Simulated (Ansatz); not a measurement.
Molecule: sum formula H7Si2N2O (charge -1, singlet). It need not be the lowest isomer of its formula. Whether it binds its extra electron was not tested at this geometry. 
Coordinates optimised at B3LYP-D3(BJ)/def2-TZVP (Ansatz, an electronic-structure program):
SMILES: [SiH2](N)O[SiH2][NH-]
```xyz
12

N      0.9999     1.6196     0.1473
Si     1.5499     0.0699    -0.0189
O      0.3020    -1.0750    -0.2747
Si    -1.2600    -0.6025    -0.3432
N     -1.7853     0.5312     0.8546
H      1.0020     2.1956    -0.6871
H      2.1835    -0.4625     1.2347
H      2.5266    -0.2668    -1.1249
H     -1.5705    -0.0361    -1.6843
H     -2.1070    -1.8250    -0.1797
H     -1.9539     0.1419     1.7733
H     -1.0576     1.2537     0.9211
```
Charge -1, spin multiplicity 1.

Basis-set convergence of Hartree-Fock and MP2 correlation energies (hartree) with Ansatz. Cores are frozen in the correlated levels unless marked. No spin-orbit coupling. No relativistic terms.

| basis | functions | E(HF) | E(corr, MP2) |
|---|---|---|---|
| aug-cc-pV(D+d)Z | 196 | -765.87156 | -0.79890 |
| aug-cc-pV(T+d)Z | 409 | -765.95671 | -0.96087 |
| aug-cc-pV(Q+d)Z | 740 | -765.97601 | -1.01964 |

Extrapolating the two largest sets (X = 3 and 4) as X^-3: E(corr) = (64·(-1.01964) - 27·(-0.96087))/37 = -1.0625 Eh, an estimate of the basis-set limit. The largest set recovers 96.0 % of it, the smallest 75.2 %.
